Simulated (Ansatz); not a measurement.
Reaction (redistribution): `C=C(Cl)BOC` + `[OH][GaH][Cl]` → `BC(=C)Cl` + `C[O][Ga]([OH])[Cl]`

Isolated molecules relaxed with PBE0-D4/def2-TZVP in Ansatz; ΔE leaves out vibrations. CCSD(T)/CBS adds triple-zeta CCSD(T) − MP2 to the extrapolated MP2 energy (def2 sets, frozen cores). DFT in def2-TZVPP. B3LYP here is the variant with VWN-RPA as its local correlation; programs differ in this. For Ga outer-core shells are correlated without core-valence functions, which leaves a few kJ/mol of doubt a bond. Scalar relativity is left out up to krypton. Each species was taken in one conformer, which may not be the lowest.

Problem. Is it downhill or uphill in electronic energy at CCSD(T)/CBS, and by how much? (Best estimate.)

Solution. Computed: Uphill: ΔE = +106.8 kJ/mol.

Problem. What do these levels give: B2PLYP, r2SCAN, B3LYP, MP2/def2-TZVPP, HF/def2-QZVPP, MP2/def2-QZVPP? (Best estimate.)

Solution. The calculation gave: B2PLYP 108.7, r2SCAN 114.4, B3LYP 114.3, MP2/def2-TZVPP 102.0, HF/def2-QZVPP 102.3, MP2/def2-QZVPP 103.4 kJ/mol.

Largest T1 diagnostic among the species: 0.013.
